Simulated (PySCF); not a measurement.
1-fluoro-1-methylcyclopropane (C₄H₇F), SMILES CC1(CC1)F. Coordinates come from a PBE-D3(BJ)/def2-SVP optimisation.

Level of theory: PySCF with PBE-D3(BJ)/def2-SVP.

Harmonic wavenumbers (cm⁻¹): 221, 300, 332, 390, 445, 696, 742, 820, 893, 907, 923, 984, 1016, 1030, 1087, 1133, 1255, 1304, 1365, 1365, 1398, 1415, 1458, 2975, 3062, 3064, 3066, 3082, 3159, 3169. Rotational constants (GHz): 6.608, 5.246, 3.936; symmetry number 1.

**Question.** Work out the zero-point energy and the ideal-gas rigid-rotor harmonic-oscillator thermochemistry at 298.15 K and 1 atm.

**Answer.** ZPE = ½ Σ hcν = ½ × 43056 cm⁻¹ = 61.55 kcal/mol. H − E(el) = 65.54 kcal/mol. Entropy in cal/(mol K): translation 38.82, rotation 25.27, vibration 8.13, total 72.23. G − E(el) = 44.00 kcal/mol. Cp = 22.08 cal/(mol K).
